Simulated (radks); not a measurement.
The numbers below are computed, except where a source is named.
Task: Ionisation of the nickel ion Ni+, [Ar] 3d9, to [Ar] 3d8 as the strength of local exchange is varied. Code: a radial shooting solver on a logarithmic mesh with Libxc functionals. Model: scalar-relativistic Kohn-Sham, Slater X-alpha exchange (alpha = 2/3 is LDA exchange), no correlation, spin-polarised, spherical densities, point nucleus; open shells are filled with parallel spins first.

| alpha | E(Ni+) (hartree) | exchange (hartree) | IE (eV) | -e of the level emptied (eV) | <r> of it (bohr) |
|---|---|---|---|---|---|
| 0.667 | -1515.45736 | -58.35129 | 18.357 | 11.423 (3d) | 1.096 |
| 0.718 | -1519.92946 | -63.01746 | 19.202 | 12.118 (3d) | 1.078 |
| 0.802 | -1527.32695 | -70.76571 | 20.661 | 13.334 (3d) | 1.052 |
| 0.978 | -1542.95390 | -87.25185 | 23.989 | 16.176 (3d) | 1.001 |
| 1.019 | -1546.61897 | -91.14096 | 24.817 | 16.895 (3d) | 0.9899 |
| ? | -1537.34037 | -81.31158 | 22.755 | 15.113 (3d) | 1.018 |

Which alpha was used in the last row?

Result: alpha = 0.915. NIST Atomic Spectra Database: 18.169 eV (measured). The central value is not met in this range of alpha. Open shells are spherical and high-spin; term and fine-structure splittings are not resolved.
